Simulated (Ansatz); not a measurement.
Ansatz (a quantum-chemistry and plane-wave program) input for Au2H4S2Si2, SMILES [S]([Au])[SiH2][SiH2][S][Au], multiplicity 1, PBE0/def2-SVPD. Coordinates come from a r2SCAN-D4/def2-SVP optimisation. The multiplicity is an assumed one; no other spin state was optimised. The def2 effective core potentials stand for the cores of Au; spin–orbit coupling is left out. One conformer was computed; it need not be the lowest.

Ansatz 0.2 input:
```yaml
crystal:
  periodic: [false, false, false]
  atoms:
    - {symbol: Au, position_ang: [0.08634178, -4.40660058, -0.00015406]}
    - {symbol: S, position_ang: [-1.05585231, -2.45696861, -0.00321846]}
    - {symbol: Si, position_ang: [0.56498720, -1.03586468, 0.00369402]}
    - {symbol: Si, position_ang: [-0.56498720, 1.03586468, 0.00369401]}
    - {symbol: S, position_ang: [1.05585231, 2.45696861, -0.00321846]}
    - {symbol: Au, position_ang: [-0.08634178, 4.40660058, -0.00015406]}
    - {symbol: H, position_ang: [1.43700336, -1.13373747, -1.20601809]}
    - {symbol: H, position_ang: [1.43018969, -1.13762733, 1.21796804]}
    - {symbol: H, position_ang: [-1.43018969, 1.13762732, 1.21796804]}
    - {symbol: H, position_ang: [-1.43700336, 1.13373747, -1.20601809]}
basis:
  gaussian:
    orbitals: def2-SVPD
hamiltonian:
  xc: {name: PBE0}
```

It prints:

```
WARN ansatz: RAYON_NUM_THREADS=2 ignored (pool sized by the plan → 2); use --threads N
Functional definition: PBE0
integrals: 0.22 GiB planned
2044 factors; their error is unknown
mean field: 1.83 GiB planned
mean field evaluation 1: about -44851.8952 eV, gradient 2.9e1 eV
mean field evaluation 2: about -44850.4188 eV, gradient 3.9e1 eV
mean field evaluation 4: about -44853.8577 eV, gradient 2.2e0 eV
mean field evaluation 8: about -44853.8750 eV, gradient 3.7e-2 eV
mean field evaluation 16: about -44854.3436 eV, gradient 8.4e-5 eV
mean field -44854.34355194 eV, -1648.3667221679 hartree, gradient 1.0e-5 eV, S^2 0.000000; 0 other end points of the search recorded, 0 dependent functions left out
reference -44854.34360298 eV, -1648.3667240434 hartree; 51, 51 occupied and 153, 153 virtual orbitals, 2044 factors
Total energy: -44854.34360298 eV, -1648.3667240434 hartree
```

Self-consistency was reached.
